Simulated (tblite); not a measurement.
A structure optimised at GFN2-xTB (Å):
```
atom  x, y, z in Å
F1     2.6481   -1.5635    0.2585
C2     2.6950   -0.3290   -0.2993
F3     2.8033   -0.5126   -1.6363
C4     1.4715    0.4275    0.0336
N5     0.9651    1.2005    0.8849
C6     0.0878    0.7646   -0.2628
C7    -1.0220   -0.2000    0.0072
C8    -1.9151   -0.6242   -1.0755
C9    -2.4536    0.3146   -0.1001
H10    3.6093    0.1756    0.0570
H11   -0.1155    1.5150   -1.0189
H12   -0.7715   -0.9132    0.7912
H13   -2.2355   -1.5919   -1.3942
H14   -3.2078   -0.0094    0.6092
H15   -2.5635    1.3539   -0.3821
```

Doublet state.

**Question.** Which heavy atoms are bonded, and with what formal order?

**Answer.** F1–C2 1.36 Å (single); C2–F3 1.35 Å (single); C2–C4 1.48 Å (single); C4–N5 1.26 Å (double); N5–C6 1.51 Å (single); C6–C7 1.49 Å (single); C7–C8 1.47 Å (single); C8–C9 1.46 Å (single); C4–C6 1.45 Å (single); C7–C9 1.53 Å (single). Bonds to hydrogen (Å): C2–H10 1.10; C6–H11 1.08; C7–H12 1.09; C8–H13 1.07; C9–H14 1.08; C9–H15 1.08.

**Question.** Give the structure as a SMILES string.

**Answer.** `FC(F)C1=N[C@@H]1[C@@H]1[CH]C1`, C6H6F2N.

**Question.** Name the point group.

**Answer.** C1 (no symmetry element, even within 0.4 Å).

**Question.** Which rings does it hold?

**Answer.** C7–C8–C9 (3 members); C4–N5–C6 (3 members).

**Question.** Classify the heavy atoms.

**Answer.** F1: fluorine bonded to C; C2: carbon bonded to C, 2 F and H; F3: fluorine bonded to C; C4: carbon bonded to 2 C and N; N5: nitrogen bonded to 2 C; C6: carbon bonded to 2 C, N and H; C7: carbon bonded to 3 C and H; C8: carbon bonded to 2 C and H; C9: carbon bonded to 2 C and 2 H.

**Question.** What is the arrangement about C9?

**Answer.** It has 4 neighbours (C8, C7, H14, H15) and has angles from 58.9° to 120.4°.

**Question.** What is the arrangement about C8?

**Answer.** It has 3 neighbours (C7, C9, H13) and is pyramidal (angles 132.3°, 131.7° and 62.9°, sum 326.9°, 0.38 Å off the plane of its three neighbours).

All values are computed, not measured.
